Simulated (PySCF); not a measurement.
Electron correlation in Ar⁺ (argon, charge +1)

[Ne] 3s2 3p4 4s1, high-spin 4P determinant (an excited configuration). Calculation: PySCF 2.14, in x2c-TZVPPall with one added diffuse shell each of s, p, d type (6s6p4d1f, 51 functions); scalar relativity by spin-free X2C-1e. Frozen: 1s2; 15 electrons correlated.

MP2 pair energies summed by pair of shells (mhartree):

```
 pair   energy  share (%)
2p-2p  -101.96       32.3
3p-3p   -61.73       19.5
3s-3p   -58.45       18.5
2p-3p   -25.74        8.1
2s-2p   -15.92        5.0
3p-4s   -13.49        4.3
2p-3s   -12.97        4.1
3s-3s    -9.47        3.0
3s-4s    -4.77        1.5
2s-2s    -4.75        1.5
2s-3p    -3.82        1.2
2s-3s    -1.85        0.6
2p-4s    -0.96        0.3
2s-4s    -0.11        0.0
```

Total MP2 correlation energy: -315.99 mhartree.

Same-spin part -92.49 and opposite-spin part -223.51 mhartree; SCS-MP2 scales them by 1/3 and 6/5 to -299.04 mhartree.

This basis was not built for core-valence correlation, so the inner-shell part is incomplete.
